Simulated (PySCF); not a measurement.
AlBr2, SMILES [Br][Al][Br], multiplicity 2. Atoms are numbered in the order given.

```xyz
3

Al     0.0000     0.0000     0.9721
Br     0.0000    -1.9698    -0.1805
Br     0.0000     1.9698    -0.1805
```
Charge 0, spin multiplicity 2.

Coordinates come from a B3LYP-D3(BJ)/def2-TZVP optimisation. The spin state was assumed, not searched. The isomer is the one that the SMILES or the coordinates give; other isomers of the formula were not compared.

All values below come from TDA-PBE/def2-SVPD (PySCF).

Vertical excitations. Gas-phase values at a fixed geometry.

Computed UV-visible absorptions:
```json
[
 {"state": "root 1", "energy (eV)": "2.90", "λ (nm)": "428", "f": "0.027", "main pairs": "α HOMO→LUMO 95 %"},
 {"state": "root 2", "energy (eV)": "3.08", "λ (nm)": "402", "f": "0.000", "main pairs": "β HOMO→LUMO 100 %"},
 {"state": "root 3", "energy (eV)": "3.28", "λ (nm)": "378", "f": "0.000", "main pairs": "β HOMO−1→LUMO 100 %"},
 {"state": "root 4", "energy (eV)": "3.63", "λ (nm)": "341", "f": "0.010", "main pairs": "β HOMO−2→LUMO 97 %"},
 {"state": "root 5", "energy (eV)": "3.65", "λ (nm)": "340", "f": "0.015", "main pairs": "β HOMO−3→LUMO 95 %"},
 {"state": "root 6", "energy (eV)": "4.52", "λ (nm)": "274", "f": "0.000", "main pairs": "α HOMO−1→LUMO 99 %"},
 {"state": "root 7", "energy (eV)": "4.61", "λ (nm)": "269", "f": "0.001", "main pairs": "α HOMO−2→LUMO 62 %, β HOMO−4→LUMO 35 %"},
 {"state": "root 8", "energy (eV)": "4.69", "λ (nm)": "264", "f": "0.062", "main pairs": "α HOMO→LUMO+1 90 %"},
 {"state": "root 9", "energy (eV)": "4.92", "λ (nm)": "252", "f": "0.005", "main pairs": "α HOMO−2→LUMO 21 %, α HOMO→LUMO+2 18 %, β HOMO−4→LUMO 47 %, β HOMO−1→LUMO+1 12 %"},
 {"state": "root 10", "energy (eV)": "5.03", "λ (nm)": "247", "f": "0.012", "main pairs": "α HOMO−3→LUMO 72 %, β HOMO−3→LUMO+1 16 %"}
]
```
Unrestricted roots are not spin-pure.
